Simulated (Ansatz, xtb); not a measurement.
**Two isomers of C6H4ClN**

Structure a is `N#CC1=C(Cl)CC=C1`, a singlet and structure b is `N#CC1=C(Cl)C=CC1`, a singlet. Both are isolated molecules in the gas phase, relaxed with B3LYP-D3(BJ)/def2-SVP.

a (Å):

```tsv
atom	x (Å)	y (Å)	z (Å)
C	-0.7026	1.6330	1.0790
C	-0.6073	0.5058	0.2149
C	0.5031	0.0994	-0.4652
C	0.1896	-1.1304	-1.2651
C	-1.2603	-1.3764	-0.9499
C	-1.7064	-0.4295	-0.0984
Cl	2.0502	0.8364	-0.4514
N	-0.8010	2.5483	1.7869
H	0.3717	-0.9620	-2.3424
H	0.8414	-1.9737	-0.9713
H	-1.8385	-2.2031	-1.3618
H	-2.7098	-0.3338	0.3159
```

b (Å):

```xyz
12

C    -0.2476    0.3338    1.8020
C    -0.3444   -0.0079    0.4320
C     0.6707   -0.0696   -0.4805
C     0.1549   -0.4610   -1.7904
C    -1.1810   -0.6416   -1.6871
C    -1.6261   -0.3744   -0.2788
Cl    2.3313    0.2565   -0.1826
N    -0.1993    0.6108    2.9305
H     0.7790   -0.5762   -2.6757
H    -1.8581   -0.9367   -2.4888
H    -2.1080   -1.2580    0.1784
H    -2.3695    0.4422   -0.2267
```

Quicker runs give these differences E(b) − E(a): GFN2-xTB −1.48 kcal/mol; HF/STO-3G −0.75 kcal/mol (at GFN2-xTB geometries); r2SCAN-D4/def2-SVP −2.37 kcal/mol (at GFN2-xTB geometries).

Problem. Estimate E(b) − E(a) at the level CCSD(T)/def2-SVP + ΔMP2/def2-TZVPP.

Solution. Calculated at CCSD(T)/def2-SVP + ΔMP2/def2-TZVPP: E(b) − E(a) = −1.50 kcal/mol, so structure b lies lower.

How the difference moves with the method:

```
                             level               geometry  E(b) − E(a) (kcal/mol)  departure from the last row (kcal/mol)  job, with rough time for the two
                          GFN2-xTB               GFN2-xTB                     −1.48                                   +0.01              optimisation, 0.15 s
                         HF/STO-3G               GFN2-xTB                     −0.75                                   +0.75               single point, 0.4 s
                r2SCAN-D4/def2-SVP               GFN2-xTB                     −2.37                                   −0.87                 single point, 4 s
             B3LYP-D3(BJ)/def2-SVP  B3LYP-D3(BJ)/def2-SVP                     −1.93                                   −0.43                optimisation, 32 s
                       HF/def2-SVP  B3LYP-D3(BJ)/def2-SVP                     −1.40                                   +0.09           part of the CCSD(T) run
                      MP2/def2-SVP  B3LYP-D3(BJ)/def2-SVP                     −1.30                                   +0.20           part of the CCSD(T) run
                  CCSD(T)/def2-SVP  B3LYP-D3(BJ)/def2-SVP                     −1.07                                   +0.43                      single point
CCSD(T)/def2-SVP + ΔMP2/def2-TZVPP  B3LYP-D3(BJ)/def2-SVP                     −1.50                                                        single point, 78 s
```

As drawn, both hold the same kinds of bond in the same numbers.

The levels shown agree on the order. The largest departure from CCSD(T)/def2-SVP + ΔMP2/def2-TZVPP is that of r2SCAN-D4/def2-SVP, 0.87 kcal/mol. The last row adds to CCSD(T) the change of the MP2 difference between the two basis sets, here −0.43 kcal/mol.

With thermal terms from frequencies at re-optimised GFN2-xTB minima (ideal gas, soft modes damped towards free rotors, one conformer each, 298.15 K, 1 atm): on the last row, ΔE + ΔZPE = −1.50, ΔH = −1.51, ΔG = −1.49 kcal/mol.

The correlated steps freeze 12 core orbitals. Run with Ansatz 0.2.0, xtb 6.7.1; the last row on 4 threads of Arm Neoverse V1 on a shared host.
